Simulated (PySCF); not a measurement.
H4P2, SMILES PP (connectivity only; charge and spin as stated), charge +1, multiplicity 2.

Geometry optimised at PBE0-D3(BJ)/def2-TZVP. The spin state was assumed, not searched.

Level of theory: PBE/def2-TZVPD in PySCF.

Isolated molecule, no solvent.

The total energy is -684.48000 hartree, the point group comes out as C2h and the α spin, highest occupied and lowest empty level is -12.32 and -7.03 eV. The β spin, highest occupied and lowest empty level is -13.73 and -11.12 eV and the dipole moment about the centre of nuclear charge is 0.00 D. The mean static polarisability is 49.8 bohr³ (7.38 Å³) and the polarisability, principal values is 38.1, 40.9, 70.5 bohr³. The ⟨S²⟩ is 0.756 (pure state 0.75).
